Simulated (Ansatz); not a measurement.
Ansatz (a first-principles code) input (PBE0/def2-TZVPD):

Ansatz 0.2 input:
```yaml
crystal:
  periodic: [false, false, false]
  atoms:
    - {symbol: Ta, position_ang: [0.18903893, 0.01764093, 0.24473479]}
    - {symbol: O, position_ang: [1.53795057, -0.80356101, -0.47784188]}
    - {symbol: O, position_ang: [-0.63822648, -1.15055263, 1.22810046]}
    - {symbol: Cl, position_ang: [-1.23515497, 0.84383067, -1.40398282]}
basis:
  gaussian:
    orbitals: def2-TZVPD
hamiltonian:
  xc: {name: PBE0}
total_charge: -1
magnetization: {spin_polarized: true, initial_magnetization: 1}
```

End of the output:

```
integrals: 0.09 GiB planned
1111 factors; their error is unknown
mean field: 1.04 GiB planned
mean field evaluation 1: about -18160.3484 eV, gradient 4.4e1 eV
mean field evaluation 2: about -18009.6094 eV, gradient 2.0e2 eV
mean field evaluation 4: about -18167.7884 eV, gradient 4.3e0 eV
mean field evaluation 8: about -18167.8775 eV, gradient 1.3e-1 eV
mean field evaluation 16: about -18167.9300 eV, gradient 1.1e-3 eV
mean field -18167.92996076 eV, -667.6591113928 hartree, gradient 7.8e-5 eV, S^2 0.754531; 0 other end points of the search recorded, 0 dependent functions left out
reference -18167.93000385 eV, -667.6591129761 hartree; 24, 23 occupied and 145, 146 virtual orbitals, 1111 factors
Total energy: -18167.93000385 eV, -667.6591129761 hartree
```

This state (charge -1, doublet) is run at the relaxed geometry of the species with charge 0 and multiplicity 1.
